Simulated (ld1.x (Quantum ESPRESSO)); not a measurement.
# F (Z = 9): PAW pseudisation with PBE, scalar-relativistic reference atom.

F, PAW, made with ld1.x (Quantum ESPRESSO) 7.5 (PBE, scalar-relativistic). Core [He], reference 2s2 2p5. Waves: 2s (bound): rcut 0.55, rcutus 0.84 bohr; 2s channel at -1.75 Ry: rcut 0.55, rcutus 0.84 bohr; 2p (bound): rcut 0.85, rcutus 1.05 bohr; 2p channel at -0.35 Ry: rcut 0.85, rcutus 1.05 bohr; 3d channel at 0.5 Ry: rcut 0.90, rcutus 1.05 bohr; 3d channel at 1.05 Ry: rcut 0.90, rcutus 1.05 bohr. Local part: all-electron potential smoothed inside 0.90 bohr (lloc = -1). Core correction: a·sin(br)/r model core, default radius (core density twice the valence density). Augmentation charge: PSQ, inside the norm-conserving radii.

- Cutoffs needed: 70 Ry and 110 Ry (the cutoffs (Ry, on a coarse ladder) from which the occupation-weighted sum of valence levels, in a spherical-Bessel basis at the reference potential, stays within 10 and 1 mRy of its value at 400 Ry)
- Ghost test: no extra level below or beside the all-electron valence levels (s, p, d, f tested) (spherical-Bessel basis up to 400 Ry, 20 bohr box)
- Configuration tests: test run stopped at test 4 of 7 (negative rho)
- Lowest eigenvalue of the overlap operator: 0.55 (s channel)
- Density cutoff estimated by the generator: 792 Ry
